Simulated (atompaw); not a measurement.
## u(r) = r·R(r): atom against pseudo-atom (nitrogen)

Columns: radius, all-electron u(r) and pseudo u(r) of the 2p shell (level -7.15 eV) of nitrogen in the configuration [He] 2s1.75 2p3.25; PBEsol, scalar-relativistic, PAW (atompaw) scheme, atompaw 4.2.0.5.

```tsv
r (bohr)	all-electron	pseudo
0.069	0.0383	0.0065
0.138	0.1227	0.0257
0.208	0.2254	0.0573
0.277	0.3276	0.0992
0.346	0.4226	0.1502
0.415	0.5066	0.2081
0.485	0.5793	0.2717
0.554	0.6388	0.3368
0.623	0.6865	0.4020
0.692	0.7231	0.4649
0.762	0.7499	0.5245
0.831	0.7675	0.5772
0.900	0.7773	0.6226
0.969	0.7806	0.6597
1.038	0.7785	0.6879
1.108	0.7716	0.7075
1.177	0.7611	0.7182
1.246	0.7477	0.7209
1.315	0.7319	0.7167
1.385	0.7139	0.7066
1.454	0.6949	0.6919
1.523	0.6747	0.6740
1.592	0.6539	0.6540
1.662	0.6323	0.6325
1.731	0.6108	0.6108
1.800	0.5892	0.5892
```

Task: How many radial nodes do the two functions have?

Result: The all-electron 2p function has n − l − 1 = 0; the pseudo-wave has 0.

Task: Where does each function peak?

Result: Outermost all-electron maximum near 0.97 bohr, pseudo maximum near 1.25 bohr (to the table’s step).

Task: Is the pseudo-wave norm-conserving?

Result: No, it belongs to a PAW set: the norm inside the radius is not constrained, and the difference is carried by the augmentation charge.
